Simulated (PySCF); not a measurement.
Molecular orbitals of IO⁻

r²SCAN0 at R = 1.976 Å; basis I def2-SVPD with ECP28, O def2-SVPD; scalar-relativistic core potentials; PySCF 2.14. State: ¹Σ⁺ (singlet), closed shell. Only the outer orbitals are listed, counted within each symmetry, core potentials removing the inner ones.

```tsv
orbital	occ.	ε (eV)	on I (%)	main shells (%)
5σ	2	-19.19	14	83 O s, 12 I s
6σ	2	-12.94	84	82 I s, 14 O s
7σ	2	-4.13	47	48 O p, 44 I p
3π	2	-3.40	61	61 I p, 38 O p
3π	2	-3.40	61	61 I p, 38 O p
4π	2	-0.63	41	60 O p, 38 I p
4π	2	-0.63	41	60 O p, 38 I p
8σ	0	3.70	98	91 I p, 25 O p
5π	0	5.29	109	110 I p
5π	0	5.29	109	110 I p
```

Problem. Which are the highest filled and the lowest empty level, where do they sit, and how wide is the gap?

Solution. Highest filled 4π at -0.63 eV (in %: 60 O p, 38 I p); lowest empty 8σ at 3.70 eV (in %: 91 I p, 25 O p); the gap at r²SCAN0 is 4.33 eV. An empty level above zero is unbound, and its energy depends on the basis.

```
bond order (Mayer)                                                                                                : 0.89
⟨S²⟩                                                                                                              : 0.000
charge on I (Mulliken, basis-dependent)                                                                           : 0.02
charge on I (Löwdin, basis-dependent)                                                                             : 0.24
dipole moment (positive dipole points towards O; it is taken about the centre of mass and depends on that origin) : -4.21 D
```

Shares are Mulliken populations and can fall outside 0 to 100 %.

Spin–orbit coupling is left out.
